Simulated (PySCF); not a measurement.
From a computed spectrum to the compound

A species of 3 atoms with charge 1 has these harmonic modes (PBE0, small Gaussian bases with core potentials, PySCF 2.14.0):

| cm⁻¹ | km/mol | symmetry |
| --- | --- | --- |
| 36 | 1.7 | a1 |
| 201 | 10.7 | a1 |
| 216 | 50.1 | b2 |

Problem. Which species is it, and in which structure?

Solution. [GdI2]+ (singlet in the valence; each metal's 4f electrons, 7 of them, lie in its core potential, out of spins and levels):
```xyz
3

Gd    0.0000    0.0000   -0.9947
I     2.2283    0.0000    0.6189
I    -2.2283    0.0000    0.6189
```
Ideal gas at 298.15 K and 1 bar: S = 367.1 J/(mol K), Cp = 56.8 J/(mol K), H − H(0 K) = 15.1 kJ/mol (rigid rotor, harmonic modes, spin degeneracy alone, that of the 4f electrons in the core included; the modes under 60 cm⁻¹ make these uncertain). An lcecp potential fixes the number of 4f electrons, so in runs with it no electron can move into or out of that shell.
 Other answers can fit too; this one was computed.
